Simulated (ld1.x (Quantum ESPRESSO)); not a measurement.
## What one change does to a pseudopotential (Pb (Z = 82), TM)

ld1.x (Quantum ESPRESSO) 7.5 input, shortened:

```
&input
   title='Pb', zed=82., rel=1, dft='PZ', iswitch=3,
   config='[Xe] 4f14 5d10 6s2 6p2 6d-2'
 /
 &inputp
   pseudotype=2, tm=.true., lloc=0,
   nlcc=.false.
 /
3
6P  2  1   2.00   0.00  2.45  2.45  0.0
6D  3  2  -2.00  -0.20  2.40  2.40  0.0
6S  1  0   2.00   0.00  1.95  1.95  0.0
 &test
   configts(1)='6s2 6p2'
 /
```

Change: core correction a·sin(br)/r model core inside 2.12 bohr.

Cutoffs: the cutoffs (Ry, on a coarse ladder) from which the occupation-weighted sum of valence levels, in a spherical-Bessel basis at the reference potential, stays within 10 and 1 mRy of its value at 400 Ry; they do not see the model core or the augmentation charge, which bear on the density cutoff. Errors are all-electron minus pseudo energies relative to the spin-unpolarised reference configuration.

**Question.** Predict the effect on cutoff, ghosts and configuration errors.

**Answer.** The potential gets neither clearly harder nor softer (21 Ry and 35 Ry → 21 Ry and 35 Ry); both files keep a bound ghost (d); of the 9 tests that both files solve, the error grows in 5 and shrinks in 3 by more than 15 % and 0.3 meV (median size 45.9 → 27.9 meV). A model core, the more so a compact one, raises the density cutoff, which this test does not measure.

| quantity | base | changed |
| --- | --- | --- |
| cutoff, loose | 21 Ry | 21 Ry |
| cutoff, tight | 35 Ry | 35 Ry |
| bound ghosts | d | d |
| error for 6s2 6p1, meV [ΔE 6.83 eV] | +8.0 | -17 |
| error for 6s2 6p0, meV [ΔE 20.59 eV] | +68 | -114 |
| error for 6s1 6p0, meV [ΔE 53.47 eV] | +274 | -546 |
| error for 6s2 6p2.3, meV [ΔE -0.86 eV] | +0.8 | +0.1 |
| error for 6s0 6p4, meV [ΔE 18.03 eV] | +100 | -104 |
| error for 6s1 6p2, meV [ΔE 16.43 eV] | +11 | -73 |
| error for 6s1 6p3, meV [ΔE 8.82 eV] | +17 | -28 |
| error for 6s2 6p2 (spin-polarised), meV [ΔE -0.45 eV] | +89 | +1.9 |
| error for 6s2 6p1 (spin-polarised), meV [ΔE 6.69 eV] | +46 | -17 |
| s: phases at 2.65 bohr within 0.05 rad from the reference energy up to (Ry; the scan ends near 5) | 2.5 | 2.5 |
| p: phases at 2.65 bohr within 0.05 rad from the reference energy up to (Ry; the scan ends near 5) | 3.3 | 3.3 |
| d: phases at 2.65 bohr within 0.05 rad from the reference energy up to (Ry; the scan ends near 5) | 0.6 | 0.6 |

 A true bound ghost makes a file unfit for plane-wave use even where its test errors are small: the radial tests pick states by their node count and pass the ghost by.
